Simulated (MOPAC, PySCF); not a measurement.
[Zn(Cl)2], neutral singlet in the gas phase. 

Cartesian coordinates (Å):
```xyz
3

Zn     0.0000     0.0000     0.0000
Cl    -1.2096    -0.4812     1.6516
Cl     1.2096     0.4812    -1.6516
```
Charge 0, spin multiplicity 1.

All levels are single points at this geometry (PBE-D3(BJ)/def2-SVP); Pople sets use spherical d functions. Orbital energies aren't observables, and empty levels follow the basis.

PBE/6-31G* (LANL2DZ on Zn) in PySCF gives HOMO (eV) = -7.76.

Q: Estimate the HOMO (eV) from each of these levels: PBE-D3(BJ)/def2-TZVP in PySCF; TPSSh-D3(BJ)/def2-TZVP in PySCF; B3LYP/6-311+G** (LANL2DZ on Zn) in PySCF; B3LYP/LANL2DZ in PySCF; M06-2X/6-31G* (LANL2DZ on Zn) in PySCF; HF/3-21G in PySCF; HF/6-31G* (LANL2DZ on Zn) in PySCF; PM7 in MOPAC.

A: 
```json
[
 {"level": "PBE-D3(BJ)/def2-TZVP in PySCF", "HOMO (eV)": "-7.74"},
 {"level": "TPSSh-D3(BJ)/def2-TZVP in PySCF", "HOMO (eV)": "-8.39"},
 {"level": "B3LYP/6-311+G** (LANL2DZ on Zn) in PySCF", "HOMO (eV)": "-8.96"},
 {"level": "B3LYP/LANL2DZ in PySCF", "HOMO (eV)": "-8.92"},
 {"level": "M06-2X/6-31G* (LANL2DZ on Zn) in PySCF", "HOMO (eV)": "-10.47"},
 {"level": "HF/3-21G in PySCF", "HOMO (eV)": "-12.52"},
 {"level": "HF/6-31G* (LANL2DZ on Zn) in PySCF", "HOMO (eV)": "-12.45"},
 {"level": "PM7 in MOPAC", "HOMO (eV)": "-11.26"}
]
```
